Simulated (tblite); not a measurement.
Compound: C₉H₉N.
Geometry (GFN2-xTB, Å), atoms numbered from 1 in this order:
```xyz
19
C9H9N angstrom
C      2.2845    1.7244   -1.2476
C      1.8959    1.0049   -0.3734
C      1.3984    0.1180    0.6627
C      0.4082   -0.8744    0.0909
C      0.8105   -2.0697   -0.3277
C     -0.9962   -0.4493   -0.0056
C     -2.0115   -1.2881    0.1716
C     -1.2587    1.0196   -0.2754
C     -1.3547    1.7346    0.9724
N     -1.4319    2.2773    1.9759
H      2.6422    2.3625   -1.9993
H      0.9335    0.7163    1.4520
H      2.2469   -0.4215    1.0915
H      1.8386   -2.3807   -0.2494
H      0.1318   -2.7738   -0.7768
H     -3.0356   -0.9615    0.1038
H     -1.8560   -2.3263    0.4056
H     -0.4511    1.4571   -0.8688
H     -2.2047    1.1399   -0.8097
```

Level: GFN2-xTB in tblite, geometry and Hessian alike; calculated harmonic values, unscaled, isolated species. Against measured fundamentals such values can be off by several per cent, at times by over 20. One conformer, not necessarily the lowest.

Harmonic wavenumbers (cm⁻¹): 37.6, 52.2, 87.3, 121.5, 143.7, 244.6, 284.3, 299.7, 355.3, 360.4, 380.8, 429.3, 446.2, 601.0, 631.1, 639.7, 658.9, 701.2, 746.7, 781.8, 893.3, 897.7, 913.9, 923.8, 944.8, 961.0, 1003.7, 1009.4, 1103.5, 1128.7, 1178.9, 1254.3, 1275.7, 1299.5, 1393.9, 1414.7, 1424.6, 1446.3, 1669.4, 1689.9, 2290.0, 2407.2, 2956.2, 2966.4, 2969.5, 2972.1, 3108.5, 3109.3, 3134.0, 3141.2, 3397.5.

A = 1517, B = 1269, C = 821.6 MHz; mass 131.073 u (most abundant isotopes); point group C1, symmetry number 1.

Problem. Zero-point energy?

Solution. Half the sum of the wavenumbers: 32141 cm⁻¹ = 384.49 kJ/mol.

Problem. Give the ideal-gas entropy at 500 K and 1 bar in the rigid-rotor, harmonic-oscillator model (classical rotation).

Solution. Translation 180.41, rotation 130.70, vibration 230.07: S = 541.2 J/(mol K).

Problem. And Cp and H(500 K) − H(0)?

Solution. Cp = 250.00 J/(mol K), of which vibrations give 216.74 (their classical limit is 51 R = 424.0); H(500 K) − H(0) = 74.52 kJ/mol without the zero-point energy, 57.89 from vibrations.

Problem. Which modes carry the vibrational entropy at 500 K?

Solution. 37.6 cm⁻¹: 26.81; 52.2 cm⁻¹: 24.08; 87.3 cm⁻¹: 19.82; 121.5 cm⁻¹: 17.09; 143.7 cm⁻¹: 15.72; 244.6 cm⁻¹: 11.40 J/(mol K); the other 45 give 115.15 together.

Problem. Blend soft modes into free rotors: weight 1/[1 + (100 cm⁻¹/ν̃)⁴] for the oscillator and the rest for a rotor with moment μB/(μ + B), μ = h/(8π²ν), B = 10⁻⁴⁴ kg m². What vibrational entropy results?

Solution. 209.73 J/(mol K) in place of 230.07, which changes −T·S at 500 K by +10.17 kJ/mol.

Problem. How do the functions run with temperature in this model?

Solution. 
```tsv
T (K)	S (J/(mol K))	Cp (J/(mol K))	H − H(0) (kJ/mol)	G − H(0) (kJ/mol)	ln q(vib)
150	338.4	105.4	10.46	-40.31	3.72
250	403.2	152.2	23.33	-77.47	6.62
298.15	431.9	174.3	31.20	-97.58	8.01
400	489.2	216.2	51.15	-144.52	10.93
600	589.3	277.4	100.93	-252.63	16.49
900	713.6	335.0	193.51	-448.74	24.20
```

q(vib) and H(0) count from the zero-point level.

Problem. What must be added to the electronic energy to get the Gibbs energy at 500 K and 1 bar?

Solution. ZPE + [H(500 K) − H(0)] − T·S = 384.49 + 74.52 − 270.59 = 188.42 kJ/mol.

Hindered rotation and anharmonicity are outside this model. Other conformers, if any are populated, would add a mixing term that is left out. The structure is chiral; the term R ln 2 for an equal mix with its mirror image is left out.
